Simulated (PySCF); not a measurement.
Sm2O(OH)2 at several levels of theory

Computed with PySCF 2.14.0 (density fitting, no spin-orbit coupling) at the geometry relaxed with B3LYP:

```xyz
7
Sm2O(OH)2 (singlet in the valence; each metal's 4f electrons, 6 of them, lie in its core potential, out of spins and levels)
Sm   -1.2854    0.0000    2.1768
Sm   -1.2854    0.0000   -2.1768
O    -1.5656    0.0000    0.0000
O     0.7243    0.0000    3.0885
H     1.6870    0.0000    3.1191
O     0.7243    0.0000   -3.0885
H     1.6870    0.0000   -3.1191
```

```csv
level,basis,state,HOMO (eV),gap (eV),charge on Sm1 (e),population of f-type functions on Sm1 (polarisation alone where 4f lies in the core),dipole about the centre of mass (D),largest force component (eV/Å)
B3LYP,"Sm lcecp-0-SVP with ECP52, O def2-SVP, H def2-SVP",singlet,–,–,0.77,0.04,7.11,0.01
wB97X,the same,singlet,–,–,0.82,0.04,7.58,0.27
BP86,the same,singlet,–,–,0.68,0.04,6.66,0.52
M06-L,the same,singlet,–,–,0.87,0.04,7.55,0.33
B3LYP,"Sm lcecp-0-TZVP with ECP52, O def2-TZVP, H def2-TZVP",singlet,–,–,1.11,0.05,7.84,0.41
```

In the lcecp rows the 4f levels are missing from HOMO and gap, and the state counts the valence alone.

Charges are Mulliken's, which hang on the basis. The relaxation used the grid (50, 194), these runs (75, 302) or, all-electron (x2c bases, spin-free X2C Hamiltonian), (99, 590).

Problem. What does PBE with Sm lcecp-0-SVP with ECP52, O def2-SVP, H def2-SVP give here?

Solution. state singlet, charge on Sm1 (e) 0.68, population of f-type functions on Sm1 (polarisation alone where 4f lies in the core) 0.04, dipole about the centre of mass (D) 6.62, largest force component (eV/Å) 0.47. Time: 9.2 s on 2 threads of Arm Neoverse V1, on a shared host, from an already converged density.

An lcecp potential fixes the number of 4f electrons, so in runs with it no electron can move into or out of that shell.
